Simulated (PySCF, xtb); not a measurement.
phosphoric acid (H₃O₄P), SMILES OP(O)(=O)O.

GFN2-xTB (xtb 6.7.1) at its own geometry gives an orbital gap of 11.02 eV and a dipole moment of 0.45 D.

Geometry: B3LYP-D3(BJ)/def2-SVP. The values are those of a single conformer.

### Question
What does PBE/def2-TZVP (PySCF) give? (The exact figures need the calculation; the answer reports its results.)

### Answer
gap 6.42 eV (levels -7.16 and -0.75 eV), dipole 0.29 D.
